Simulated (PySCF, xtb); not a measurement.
FH3S3Sn, SMILES [F][Sn]([SH])([SH])[SH].

xtb with GFN2-xTB at its own geometry gives an orbital gap of 1.19 eV and a dipole moment of 0.51 D.

Coordinates come from a B3LYP-D3(BJ)/def2-SVP optimisation. The structure was generated by enumeration; whether it is a known compound was not checked. The def2 effective core potentials stand for the cores of Sn; spin–orbit coupling is left out. The values are those of a single conformer.

What does PBE/def2-TZVP (PySCF) give? (An estimate is asked for; the answer gives what the named calculation found.)

gap 3.28 eV (levels -6.68 and -3.41 eV), dipole 1.29 D.
